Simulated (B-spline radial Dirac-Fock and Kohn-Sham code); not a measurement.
The Nb-like isoelectronic sequence (41 electrons), Z = 74 to 82

Model: Dirac-Fock energy differences between relaxed states, corrected for Breit and QED terms. Program: an atomic code on a B-spline grid. Binding energies in eV, tabulated ground configurations ([Kr] 4d5 throughout). The model has no electron correlation.

```
  ion    2p3/2   3p1/2   3d5/2      4s  outermost level  NIST ionisation energy
 W³³⁺  11553.5  3900.7  3131.2  1767.0      1390.4 (4d)            1386.8 ± 1.4
Re³⁴⁺  11951.5  4074.2  3271.7  1854.0      1462.8 (4d)                1454 ± 5
Os³⁵⁺  12356.6  4252.2  3415.2  1943.2      1536.9 (4d)                1528 ± 5
Ir³⁶⁺  12768.9  4434.7  3561.8  2034.7      1612.8 (4d)                1603 ± 5
Pt³⁷⁺  13188.3  4621.7  3711.3  2128.5      1690.5 (4d)                1680 ± 4
Au³⁸⁺        ?       ?       ?       ?                ?                       ?
Hg³⁹⁺  14048.5  5009.6  4019.4  2323.1      1851.0 (4d)                1839 ± 4
Tl⁴⁰⁺  14489.4  5210.7  4178.0  2423.9      1934.0 (4d)                1920 ± 4
Pb⁴¹⁺  14937.5  5416.6  4339.5  2527.2      2018.7 (4d)                2004 ± 4
```

Task: Fill in the row of Au³⁸⁺.

Result: 2p3/2 13614.8, 3p1/2 4813.3, 3d5/2 3863.9, 4s 2224.6, outermost 1769.9 (4d), NIST 1758 ± 4 eV.

NIST's values are for the lowest levels; a dash marks a value that is missing or belongs to another shell. Their kind here: semi-empirical, theoretical. Where a p, d or f shell is open in either ion the computed value averages over both j values and all terms, while the table refers to the lowest levels; that difference holds spin-orbit splitting (largest in heavy or highly charged ions), term energies where several electrons share open shells, and correlation, and it can reach 10 % or more.
